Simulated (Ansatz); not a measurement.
Name a neutral molecule of Cl, F, Zr with LUMO energy (ωB97M-V/def2-TZVPP) between -0.40 and -0.10 eV and LUMO energy (B3LYP/def2-TZVPP) between -2.90 and -2.60 eV (Ansatz, PBE0-D4/def2-TZVP geometry).

`[F][Zr]([Cl])([Cl])[Cl]` (-0.30 eV, -2.63 eV). Other molecules can fit too; these were computed, each in one conformer that needn't be the lowest.

B3LYP here is the variant with VWN-RPA as its local correlation; programs differ in this.
